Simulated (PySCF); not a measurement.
## SnO₂⁻: bending curve

Computed with UB3LYP in PySCF with Sn def2-SVPD with ECP28, O def2-SVPD; scalar-relativistic core potentials, no spin–orbit coupling; density-fitted integrals.

Rigid scan from the doublet minimum (Sn–O 1.943 Å (×2); O–Sn–O 127.1°). Coordinate: the O–Sn–O angle, bonds fixed. Energies in kJ/mol from the minimum.

```
bond angle (°)  E (kJ/mol)  dipole size (D, about the centre of mass)  ⟨S²⟩
            80       141.0                                       6.23  0.81
            90        75.8                                       5.79  0.79
           100        36.3                                       5.29  0.78
           110        13.1                                       4.73  0.77
           120         2.1                                       4.09  0.77
           130         0.3                                       3.37  0.76
           140         6.1                                       2.59  0.76
           150        17.8                                       1.79  0.76
           160        33.5                                       1.02  0.76
           170        48.0                                       0.40  0.76
           180        54.5                                       0.00  0.76
```

With the bonds held, the linear shape lies 54.5 kJ/mol from the minimum.

Spin–orbit coupling, left out here, can matter for elements this heavy.

The scan took 22 s on 2 threads of a shared Arm Neoverse V1 host; the process peaked at 0.74 GiB.
